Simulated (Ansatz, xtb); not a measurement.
**A geometry optimisation of BClFGeH with r2SCAN-D4/def2-SVP**

The starting geometry of this gas-phase singlet was built from a drawn formula by distance geometry and a force field; its bonds are those of `[F][Ge][BH]Cl`.

```xyz
5

B     1.5663    0.1663   -0.2124
Cl    0.7932   -1.4346   -0.7236
F     0.2757   -0.2204    2.5577
Ge    1.2666    0.8909    1.6317
H     2.2164    0.7702   -1.0061
```

Problem. Where would you expect an optimisation with r2SCAN-D4/def2-SVP to take it?

Solution. It keeps its bonds, and is `[F][Ge][BH]Cl`.

The energy falls by 0.62 eV over 21 steps:

```json
{"step": "1", "E − E(last) (eV)": "0.624"}
{"step": "3", "E − E(last) (eV)": "0.155"}
{"step": "5", "E − E(last) (eV)": "0.112"}
{"step": "8", "E − E(last) (eV)": "0.048"}
{"step": "10", "E − E(last) (eV)": "0.009"}
{"step": "12", "E − E(last) (eV)": "0.005"}
{"step": "14", "E − E(last) (eV)": "0.000"}
{"step": "17", "E − E(last) (eV)": "0.000"}
{"step": "19", "E − E(last) (eV)": "0.000"}
{"step": "21", "E − E(last) (eV)": "0.000"}
```

Final geometry (Å):

| atom | x (Å) | y (Å) | z (Å) |
| --- | --- | --- | --- |
| B | 1.5099 | 0.1881 | -0.1759 |
| Cl | 0.4339 | -1.0196 | -0.8973 |
| F | 1.1601 | -0.2516 | 2.5109 |
| Ge | 0.4010 | 0.9674 | 1.4604 |
| H | 2.6134 | 0.2880 | -0.6507 |

From the same start GFN2-xTB ends elsewhere, differing in Cl2–Ge4 (2.57 against 3.08 Å here).

No frequencies were run, so the end isn't proven a minimum. Run with Ansatz 0.2.0, 2.5 min on 1 thread of AMD EPYC (Zen 3) (shared host).
